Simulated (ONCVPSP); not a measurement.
# La (Z = 57): variants of one ONCV potential

Base potential:

```json
{
  "Element": "lanthanum (La)",
  "Generator": "ONCVPSP 4.0.1",
  "Type": "optimised norm-conserving Vanderbilt (ONCV)",
  "Functional": "LDA (Perdew-Wang 92)",
  "Relativity": "scalar-relativistic",
  "Frozen core": "[Xe]",
  "Valence charge": "3",
  "Reference configuration": "5d1 6s2",
  "Partial waves": "6s: rc 4.00 bohr, ncon 3, nbas 6, qcut 1.6 1/bohr, 2 projectors, debl 2.3 Ha; p scattering state at 0.05 Ha: rc 3.60 bohr, ncon 3, nbas 7, qcut 2.3 1/bohr, 2 projectors, debl 1.5 Ha; 5d: rc 4.00 bohr, ncon 4, nbas 9, qcut 4.1 1/bohr, 1 projector; f scattering state at 0.02 Ha: rc 3.25 bohr, ncon 5, nbas 10, qcut 3.9 1/bohr, 2 projectors, debl 0.6 Ha",
  "Local potential": "polynomial inside 2.20 bohr (lpopt 5, dvloc0 3 Ha)",
  "Core correction": "Teter function, fcfact 3.25, rcfact 1.1"
}
```

In the f channel the program set the typed energies aside and used -0.169, 0.431 Ha.

All-electron outer shells of the reference configuration (LDA (PZ), scalar-relativistic, ld1.x):

```tsv
shell	level (eV)	outermost node (bohr)	outermost maximum (bohr)
6s	-3.82	1.86	3.74
5d	-3.21	0.95	2.24
```

Cutoffs, loose and tight: the cutoffs (Ha) at which the residual kinetic energy of the hardest occupied pseudo-wave falls to 1 and 0.1 mHa per electron. They do not see the model core or the augmentation charge, which bear on the density cutoff. Test errors are all-electron minus pseudo excitation energies from the reference, over the configurations 5d1 6s1; 5d1 6s0; 5d1 6s1.5; 4f1 5d0 6s1. A dash means not determined; rows that change the core or the reference have their own tests.

For the base: The cutoffs count occupied waves only; projector 2 of the f channel, the hardest unoccupied one, needs 41 Ha at the loose tolerance.

| change | outcome | cutoff, loose | cutoff, tight | bound ghosts | GHOST(+) flags above zero | largest test error (meV) |
| --- | --- | --- | --- | --- | --- | --- |
| base | generated, projector energies reset by the program | 4.9 Ha | 6.0 Ha | none | s, p | +1839 |
| f: qcut 2.4 | generated, projector energies reset by the program | 4.9 Ha | 6.0 Ha | none | s, p | +2022 |
| f: qcut 3.1 | generated, projector energies reset by the program | 4.9 Ha | 6.0 Ha | none | s, p | +1959 |
| f: qcut 3.6 | generated, projector energies reset by the program | 4.9 Ha | 6.0 Ha | none | s, p | +1880 |
| f: qcut 4 | generated, projector energies reset by the program | 4.9 Ha | 6.0 Ha | none | s, p | +1826 |
| f: qcut 4.8 | generated, projector energies reset by the program | 4.9 Ha | 6.0 Ha | none | s, p | +1728 |
| f: qcut 5.1 | generated, projector energies reset by the program | 4.9 Ha | 6.0 Ha | none | s, p | +1695 |
| f: qcut 5.7 | generated, projector energies reset by the program | 4.9 Ha | 6.0 Ha | none | s, p | +1638 |

Reading the sweep of the qcut of the f channel (base included, trends over the rows without a ghost): The loose cutoff stays near 4.9 Ha. The median size of the test errors (rows with all tests solved) stays near 35.6 meV.
